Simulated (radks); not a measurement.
Ag16+, 31 electrons, occupied as [Ar] 3d10 4s2 4p1.

Calculated with a radial shooting solver on a logarithmic mesh with Libxc functionals: non-relativistic Kohn-Sham, PBE, spin-polarised, spherical densities, point nucleus; open shells are filled with parallel spins first (spin-orbit coupling, left out, can overturn this in heavy ions); relativity is left out, which matters for an element this heavy.

Energy parts (hartree):
part                        energy
total                  -5103.23071
kinetic                 5101.67811
electron-nucleus      -11674.55735
Hartree                 1601.74640
exchange-correlation    -132.09787

Orbitals (lengths in bohr, moments of r in powers of bohr):
| orbital | occ. | eigenvalue (hartree) | <r> |
|---|---|---|---|
| 1s up | 1 | -916.5162 | 0.03239 |
| 1s down | 1 | -916.5036 | 0.03239 |
| 2s up | 1 | -144.8485 | 0.1404 |
| 2s down | 1 | -144.8414 | 0.1404 |
| 2p up | 3 | -135.8771 | 0.1199 |
| 2p down | 3 | -135.8653 | 0.1199 |
| 3s up | 1 | -37.93373 | 0.3776 |
| 3s down | 1 | -37.91756 | 0.3774 |
| 3p up | 3 | -34.31756 | 0.3687 |
| 3p down | 3 | -34.29951 | 0.3685 |
| 3d up | 5 | -27.67089 | 0.3389 |
| 3d down | 5 | -27.65340 | 0.3386 |
| 4s up | 1 | -15.59533 | 0.8220 |
| 4s down | 1 | -15.48563 | 0.8220 |
| 4p up | 1 | -14.27758 | 0.8417 |
| 4p down | 0 | -14.16887 | 0.8421 |

The highest occupied level is 4p up at -388.51 eV. The electron density at the nucleus is 7.297e+04 e/bohr^3. Spin moment in Bohr magnetons: 1.
